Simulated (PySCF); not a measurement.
C5H10Se.
Bonds: C1–C2, C2–C3, C3–Se4 (double), C3–C5, C5–C6. Hydrogens: H7, H8, H9 on C1; H10, H11 on C2; H12, H13 on C5; H14, H15, H16 on C6.

Method: PBE0-D3(BJ)/def2-SVP geometry optimisation, gas phase (PySCF).

Question: Give the optimised bond lengths and angles.

Answer: 
| bond | length (Å) | order |
| --- | --- | --- |
| C1–C2 | 1.513 | single |
| C2–C3, C3–C5 | 1.501 | single |
| C3=Se4 | 1.769 | double |
| C5–C6 | 1.530 | single |
| C1–H7 and 5 like bonds | 1.100 | single |
| C2–H10 and 3 like bonds | 1.105 | single |

Bonds in one row agree within 0.01 Å and their mean is given. Orders are formal, as drawn. A selection of angles:
| angle | degrees |
| --- | --- |
| C2–C1–H7 | 111.1 |
| C2–C1–H9 | 110.4 |
| H7–C1–H8 | 107.0 |
| H7–C1–H9 | 108.6 |
| C1–C2–C3 | 118.1 |
| C1–C2–H10 | 110.4 |
| C1–C2–H11 | 110.8 |
| C3–C2–H10 | 105.9 |
| C3–C2–H11 | 107.0 |
| H10–C2–H11 | 103.6 |
| C2–C3–Se4 | 123.9 |
| C2–C3–C5 | 115.0 |
| Se4–C3–C5 | 121.2 |
| C3–C5–C6 | 111.6 |
| C3–C5–H12 | 109.3 |
| H12–C5–H13 | 107.9 |

Dihedral angles: C1–C2–C3–Se4 6° (synperiplanar); C2–C3–C5–C6 91° (anticlinal). The mirror-image conformer, all signs reversed, is as good.

Of the pairs four or more bonds apart, Se4···H7 is among the closest relative to their van der Waals radii: 3.04 Å, 98 % of the sum of Bondi's values. The C–C distances run from 1.498 Å (C2–C3, drawn single) to 1.530 Å (C5–C6, drawn single), a spread of 0.032 Å.

Point group: C1 (no symmetry element, even within 0.4 Å). PBE0-D3(BJ)/def2-SVP frequencies: not computed here. The numbers are those of one conformer.
